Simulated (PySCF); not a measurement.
These 2 structures share the formula C6H5FO. The calculation used PBE0-D3(BJ)/def2-SVP geometry optimisation, gas phase in PySCF 2.14.0. Energies are electronic, without zero-point or thermal terms, for one conformer each. No frequencies were run at this level. Point groups hold within 0.08 Å.

Question: Order them by energy at this level, lowest first, and give relative energies in kJ/mol.
A. `[OH:1][c:2]1[cH:3][cH:4][c:5]([F:6])[cH:7][cH:8]1` with H–O1–C2–C3 1°
B. `[OH:1][c:2]1[cH:3][cH:4][cH:5][c:6]([F:7])[cH:8]1` with H–O1–C2–C3 0°

Answer: B (0.0), A (6.4).

Neighbours under 10 kJ/mol apart (Oc1cccc(F)c1 and Oc1ccc(F)cc1) can change places with a better method, another conformer or zero-point energy.

```tsv
SMILES	E (Eh)	E rel (kJ/mol)	dipole (D)	point group	A, B, C (MHz)
Oc1cccc(F)c1	-405.97623	0.0	2.71	Cs	3766, 1802, 1219
Oc1ccc(F)cc1	-405.97378	6.4	2.08	Cs	5653, 1457, 1158
```

Question: How do the relative energies change in single points at PBE0/pcSseg-1 (no added dispersion term) on the same geometries?

Answer: 
| SMILES | PBE0-D3(BJ)/def2-SVP (kJ/mol) | PBE0/pcSseg-1 (kJ/mol) | shift |
| --- | --- | --- | --- |
| Oc1cccc(F)c1 | 0.0 | 0.0 | 0.0 |
| Oc1ccc(F)cc1 | 6.4 | 6.2 | -0.2 |

Each column counts from its own lowest isomer. The order is unchanged; the largest shift is 0.2 kJ/mol.

Question: As an exercise, what shares would exp(−E/RT) give at 500 K from these electronic energies alone (no entropy, no degeneracies)?

Answer: RT = 4.157 kJ/mol: Oc1cccc(F)c1 82.5 %, Oc1ccc(F)cc1 17.5 %.
